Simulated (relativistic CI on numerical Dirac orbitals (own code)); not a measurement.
**Electric-dipole lines of Mo32+**

Method of calculation: Dirac-Coulomb-Breit CI, separate exchange-only KLI orbitals for each configuration, model QED, unscaled Slater integrals (own radial code, finite nucleus).

Configuration list (outside the closed core 1s2): 2s2.2p6, 2s2.2p5.3s, 2s2.2p5.3p, 2s2.2p5.3d, 2s.2p6.3s, 2s.2p6.3p, 2s.2p6.3d, 2s2.2p5.4s, 2s2.2p5.4p, 2s2.2p5.4d, 2s2.2p5.4f, 2s.2p6.4s, 2s.2p6.4p, 2s.2p6.4d, 2s2.2p4.3s2, 2s.2p6.4f, 2s2.2p5.5s, 2s2.2p5.5p, 2s2.2p4.3s.3p, 2s2.2p5.5d, 2s2.2p5.5f, 2s2.2p5.5g, 2s2.2p4.3p2, 2s2.2p4.3s.3d, 2s2.2p4.3p.3d, 2s.2p5.3s2, 2s2.2p4.3d2, 2s.2p5.3s.3p, 2s.2p6.5s, 2s.2p6.5p, 2s.2p5.3p2, 2s.2p5.3s.3d, 2s.2p6.5d, 2s.2p6.5f, 2s.2p6.5g, 2s.2p5.3p.3d. Levels of other configurations are missing.

| λ vac (nm) | Lower | Upper | A (s⁻¹) | gf | Branching (%) |
| --- | --- | --- | --- | --- | --- |
| 0.46303 | 2s2.2p6 1S_0 [1] | 2s2.2p5.3d 1P°_1 [27] | 1.73e+14 | 1.67e+00 | 100.0 |
| 0.48043 | 2s2.2p6 1S_0 [1] | 2s2.2p5.3d 1P°_1 [22] | 1.80e+14 | 1.87e+00 | 100.0 |
| 1.4396 | 2s2.2p5.3p 3D_2 [5] | 2s2.2p5.4d 3F°_3 [48] | 6.90e+12 | 1.50e+00 | 82.9 |
| 1.4806 | 2s2.2p5.3p 3D_3 [6] | 2s2.2p5.4d 3F°_4 [50] | 8.42e+12 | 2.49e+00 | 99.8 |
| 1.6083 | 2s2.2p5.3d 3F°_2 [24] | 2s2.2p5.4f 3G_3 [72] | 1.63e+13 | 4.41e+00 | 93.2 |
| 1.6114 | 2s2.2p5.3d 3F°_3 [15] | 2s2.2p5.4f 3G_4 [55] | 1.59e+13 | 5.58e+00 | 91.7 |
| 1.6130 | 2s2.2p5.3d 3D°_2 [16] | 2s2.2p5.4f 3F_3 [58] | 1.07e+13 | 2.93e+00 | 61.3 |
| 1.6160 | 2s2.2p5.3d 3F°_4 [17] | 2s2.2p5.4f 3G_5 [57] | 1.73e+13 | 7.46e+00 | 99.9 |
| 1.6187 | 2s2.2p5.3d 3P°_2 [25] | 2s2.2p5.4f 3D_3 [75] | 1.66e+13 | 4.56e+00 | 94.3 |
| 1.6208 | 2s2.2p5.3d 1D°_2 [18] | 2s2.2p5.4f 1F_3 [60] | 1.36e+13 | 3.74e+00 | 77.4 |
| 1.6223 | 2s.2p6.3d 3D_3 [36] | 2s.2p6.4f 3F°_4 [105] | 1.42e+13 | 5.06e+00 | 95.2 |
| 1.6230 | 2s2.2p5.3d 3F°_3 [26] | 2s2.2p5.4f 3G_4 [74] | 1.73e+13 | 6.13e+00 | 99.8 |
| 1.6295 | 2s2.2p5.3d 3D°_3 [19] | 2s2.2p5.4f 3F_4 [61] | 1.49e+13 | 5.35e+00 | 86.4 |
| 3.5126 | 2s2.2p5.4d 3F°_4 [50] | 2s2.2p5.5f 3G_5 [109] | 3.03e+12 | 6.17e+00 | 33.0 |
| 3.6840 | 2s2.2p5.4f 3G_4 [55] | 2s2.2p5.5g 3H°_5 [114] | 4.94e+12 | 1.11e+01 | 96.9 |
| 3.6863 | 2s2.2p5.4f 3G_3 [72] | 2s2.2p5.5g 3H°_4 [136] | 4.91e+12 | 8.99e+00 | 96.2 |
| 3.6907 | 2s2.2p5.4f 3G_5 [57] | 2s2.2p5.5g 3H°_6 [115] | 5.07e+12 | 1.35e+01 | 99.7 |
| 3.6957 | 2s2.2p5.4f 3D_3 [75] | 2s2.2p5.5g 3F°_4 [139] | 4.97e+12 | 9.15e+00 | 96.5 |
| 3.6959 | 2s2.2p5.4f 3G_4 [74] | 2s2.2p5.5g 3H°_5 [138] | 5.06e+12 | 1.14e+01 | 99.7 |
| 3.7033 | 2s2.2p5.4f 3F_4 [61] | 2s2.2p5.5g 3G°_5 [117] | 4.68e+12 | 1.06e+01 | 92.2 |

Terms are leading LS components. Brackets give the number of a level in order of energy, since labels repeat. The list gives strong lines, with weight on those to low levels, without lines whose two gauges differ by over a factor of 2.5, among the lowest 157 of 838 levels, so that lines to higher ones, which can be the strongest, are missing. Levels whose partners in the same complex of configurations lie outside the list can be far off, and so can their lines. Rates are taken at the computed energies, electric ones in the length gauge.

At this charge energies of transitions that change n are usually good to better than 1 %, and those within a shell (Δn = 0) to a few per cent.

LS names give the leading component of a level, which can be under half, so a name can repeat, a term be missing and a line seem to break the LS rules.
